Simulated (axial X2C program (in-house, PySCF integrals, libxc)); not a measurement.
Correcting the dissociation energy of ICl⁺ for spin–orbit coupling

A spin-free PBE0 curve (one-electron X2C) was computed with an axial X2C code built on PySCF integrals, basis I dyall-cv3z [11s12p8d4f1g], Cl dyall-av3z [9s8p3d2f] (cores contracted in-house), for the state M_S = 1/2, Λ = 1 (beyond evenly filled blocks: π+α, π+β, π-α). It gives D0 = 2.749 eV to I+ + Cl, which in a spin-free picture are the weighted means of the ground terms.

Measured levels of the ground terms (NIST Handbook of Basic Atomic Spectroscopic Data), in cm⁻¹: I+ 3P: J = 2 at 0, J = 0 at 6447.9, J = 1 at 7087; Cl 2P: J = 3/2 at 0, J = 1/2 at 882.4.

The two components of the molecular doublet are 4716 cm⁻¹ apart in the PBE0 2c search (Ω = 3/2 lower), so the lower one lies 2358 cm⁻¹ under their mean.

(1) How far does each ground level lie under the (2J+1)-weighted mean of its term?

(2) Correct D0.

Second-order spin–orbit effects in the molecule, which grow quickly with Z, are left out. Occupations by symmetry block were frozen at the best pattern of an incomplete PBE0 search. Dissociation energies refer to the lowest single-determinant-based atoms at the same level and basis. Without a current term, density functionals place determinants with orbital angular momentum somewhat too high.

Results:

(1) I+: (5 × 0 + 1 × 6447.9 + 3 × 7087)/9 = 3079 cm⁻¹; Cl: (4 × 0 + 2 × 882.4)/6 = 294 cm⁻¹.

(2) D0 = 2.749 + (2358 − 3373)/8065.5 = 2.623 eV at PBE0 with these spin–orbit terms.
